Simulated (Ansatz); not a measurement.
Gas-phase electronic energies from Ansatz, PBE0-D4/def2-TZVP geometries. CBS: MP2 limit from def2 TZ/QZ plus the TZ coupled-cluster correction, frozen cores. This one scheme is used for every species. Functionals use def2-TZVPP. For Ge outer-core shells are correlated without core-valence functions, which leaves a few kJ/mol of doubt a bond. Scalar relativity is left out up to krypton. One conformer a species, not always the lowest.

Consider the ligand exchange at a Ge–O bond: `[OH][GeH]([F])[F]` + CH₃SH → `C[S][GeH]([F])[F]` + H₂O.

`[OH][GeH]([F])[F]`:

Z-matrix (Å, degrees):
```
Ge
F 1 1.720
F 1 1.720 2 103.5
O 1 1.742 2 109.3 3 -116.4
H 1 1.516 2 111.5 3 120.0
H 4 0.961 1 114.0 2 56.4
```

CH₃SH:

Cartesian coordinates in Å:
```
C 0.345 0.244 -0.251
S -0.516 -1.229 0.343
H -0.309 0.873 -0.855
H 1.160 -0.114 -0.879
H 0.768 0.819 0.572
H -1.448 -0.594 1.070
```

`C[S][GeH]([F])[F]`:

Z-matrix (Å, degrees):
```
C
S 1 1.821
H 1 1.089 2 111.0
H 1 1.090 2 111.7 3 -123.9
H 1 1.089 2 105.8 3 118.2
Ge 2 2.178 1 97.8 3 62.1
F 6 1.721 2 107.1 1 -172.8
F 6 1.729 2 109.4 1 -58.6
H 6 1.530 2 118.6 1 63.3
```

H₂O:

Cartesian coordinates in Å:
```
O 0.128 -0.244 -0.274
H -0.777 -0.116 0.017
H 0.649 0.360 0.258
```

CCSD(T)/CBS gives -4.6 kJ/mol.

Another level gave +3.0 kJ/mol. Which?
A. r2SCAN0-D4/def2-TZVPP
B. revPBE-D4/def2-TZVPP
C. HF/def2-TZVPP
D. CCSD(T)/def2-TZVPP

D. CCSD(T)/def2-TZVPP 3.0, r2SCAN0-D4 -2.7, revPBE-D4 -12.9, HF/def2-TZVPP 17.5 kJ/mol.

Largest T1 diagnostic among the species: 0.012.

Leaving LDA and LC-ωPBE aside and taking each functional with its dispersion term where it has one, the values, not all of them listed here, spread over 17.2 kJ/mol, from revPBE-D4 to CAM-B3LYP-D4. In def2-TZVPP, CCSD(T) changes the Hartree–Fock value by −14.6 kJ/mol (the triples alone add −2.8 kJ/mol) and MP2 by −17.2 kJ/mol. The D4 term adds −7.9 kJ/mol with B3LYP and −4.4 kJ/mol with PBE0; it sums over pairs of atoms, weighted by their polarisabilities, and B3LYP, whose exchange is more repulsive, gets the larger term.

B3LYP here is the variant with VWN-RPA as its local correlation; programs differ in this.
